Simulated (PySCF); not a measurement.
C₂H₄BF₂N, SMILES NB(F)C(F)=C.

Geometry: PBE0-D3(BJ)/def2-SVP. This is a generated structure with no PubChem entry under its InChIKey; it may be hypothetical. The values are those of a single conformer.

Two levels are set side by side: PBE/def2-TZVP (PySCF) and B3LYP/def2-TZVP (PySCF). Same geometry, gas phase. Differences are taken from unrounded values.

```json
[
 {"quantity": "orbital gap (eV)", "B3LYP": "6.34"},
 {"quantity": "highest occupied level (eV)", "B3LYP": "-7.36"},
 {"quantity": "lowest empty level (eV)", "B3LYP": "-1.02"},
 {"quantity": "dipole moment (D)", "B3LYP": "3.52"},
 {"quantity": "mean polarisability (bohr³)", "B3LYP": "45.9"}
]
```

### Question
What does PBE give, and how far is it from B3LYP? (The exact figures need the calculation; the answer reports its results.)

### Answer

```json
[
 {"quantity": "orbital gap (eV)", "PBE": "4.61", "PBE minus B3LYP": "-1.73"},
 {"quantity": "highest occupied level (eV)", "PBE": "-6.33", "PBE minus B3LYP": "1.03"},
 {"quantity": "lowest empty level (eV)", "PBE": "-1.72", "PBE minus B3LYP": "-0.70"},
 {"quantity": "dipole moment (D)", "PBE": "3.36", "PBE minus B3LYP": "-0.16"},
 {"quantity": "mean polarisability (bohr³)", "PBE": "47.4", "PBE minus B3LYP": "1.5"}
]
```

PBE's occupied levels lie high since its potential decays too fast outside the molecule; exact exchange lowers them and widens the gap. Loosely held outer electrons make PBE densities more polarisable. Differences between two approximate levels are no errors against the true value.

Rough cost on one machine, each run with all the roots and properties that it gave: B3LYP against PBE within a factor of 2.
